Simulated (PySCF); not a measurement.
AlBr3, SMILES [Br][Al]([Br])[Br]. The structure is a stationary point at B3LYP-D3(BJ)/def2-SVP. The isomer is the one that the SMILES or the coordinates give; other isomers of the formula were not compared.

Computed equilibrium geometry at B3LYP-D3(BJ)/def2-SVP (PySCF confirms it by a frequency run) as Cartesian coordinates in Å, and its point group:
point group D3h.
```xyz
4

Al     0.0000     0.0000     0.0000
Br    -2.2416     0.0000     0.0000
Br     1.1208     1.9413     0.0000
Br     1.1208    -1.9413     0.0000
```
Charge 0, spin multiplicity 1.
